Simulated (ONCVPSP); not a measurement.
Transferability test, ONCV potential for Si (Z = 14)

```json
{
  "Element": "Si (Z = 14)",
  "Generator": "ONCVPSP 4.0.1",
  "Type": "optimised norm-conserving Vanderbilt (ONCV)",
  "Functional": "PBE",
  "Relativity": "scalar-relativistic",
  "Frozen core": "[Ne]",
  "Valence charge": "4",
  "Reference configuration": "3s2 (charge +2)",
  "Partial waves": "3s: rc 1.90 bohr, ncon 4, nbas 9, qcut 3.3 1/bohr, 3 projectors, debl 2.4 Ha; p scattering state at 0.41 Ha: rc 1.85 bohr, ncon 3, nbas 6, qcut 3.7 1/bohr, 2 projectors, debl 2.5 Ha; d scattering state at 0.11 Ha: rc 1.75 bohr, ncon 5, nbas 8, qcut 5.3 1/bohr, 2 projectors, debl 2.2 Ha",
  "Local potential": "polynomial inside 1.65 bohr (lpopt 3, dvloc0 6 Ha)",
  "Core correction": "none"
}
```

In the p channel the program set the typed energies aside and used 0.050, 2.550 Ha. In the d channel the program set the typed energies aside and used 0.050, 2.250 Ha.

Energies are relative to the spin-unpolarised reference configuration 3s2; without spin polarisation the order of configurations can differ from experiment.

```tsv
valence configuration	charge	ΔE all-electron (eV)	error AE − PS (meV)
3s2 3p2	0	-23.733	+36
3s2 3p1	+1	-15.993	+22
3s1	+3	33.971	+34
```

What are ΔE and the potential's error for 3s1 3p3?

ΔE = -16.919 eV all-electron; the error (AE − PS) is +61 meV.

Levels in the configuration 3s1:

| level | all-electron (eV) | pseudo (eV) |
| --- | --- | --- |
| 3s | -39.488 | -39.362 |
